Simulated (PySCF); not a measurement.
CHO2, SMILES [O][C]O (connectivity only; charge and spin as stated), neutral, multiplicity 2.

Geometry optimised at B3LYP-D3(BJ)/def2-TZVP. Other conformers were not sampled.

Computed with TDA-B3LYP/def2-TZVPD (PySCF 2.14.0).

Vertical excitations. Gas-phase values at a fixed geometry.

```json
[
 {"state": "root 1", "energy (eV)": "4.10", "λ (nm)": "303", "f": "0.007", "main pairs": "α HOMO→LUMO 98 %"},
 {"state": "root 2", "energy (eV)": "4.98", "λ (nm)": "249", "f": "0.000", "main pairs": "β HOMO→LUMO 98 %"},
 {"state": "root 3", "energy (eV)": "5.19", "λ (nm)": "239", "f": "0.016", "main pairs": "α HOMO→LUMO+1 98 %"},
 {"state": "root 4", "energy (eV)": "5.47", "λ (nm)": "227", "f": "0.020", "main pairs": "α HOMO−1→LUMO 6 %, β HOMO−1→LUMO 88 %"},
 {"state": "root 5", "energy (eV)": "6.85", "λ (nm)": "181", "f": "0.005", "main pairs": "α HOMO→LUMO+2 95 %"},
 {"state": "root 6", "energy (eV)": "7.06", "λ (nm)": "176", "f": "0.004", "main pairs": "α HOMO−1→LUMO 48 %, β HOMO→LUMO+2 43 %"},
 {"state": "root 7", "energy (eV)": "7.15", "λ (nm)": "173", "f": "0.081", "main pairs": "α HOMO→LUMO+3 96 %"},
 {"state": "root 8", "energy (eV)": "7.23", "λ (nm)": "172", "f": "0.041", "main pairs": "α HOMO→LUMO+4 98 %"},
 {"state": "root 9", "energy (eV)": "7.65", "λ (nm)": "162", "f": "0.008", "main pairs": "α HOMO−2→LUMO 9 %, β HOMO−2→LUMO 68 %, β HOMO−1→LUMO+2 12 %"},
 {"state": "root 10", "energy (eV)": "8.01", "λ (nm)": "155", "f": "0.001", "main pairs": "α HOMO−2→LUMO 9 %, β HOMO−1→LUMO+2 68 %, β HOMO−2→LUMO 21 %"}
]
```
Unrestricted roots are not spin-pure.
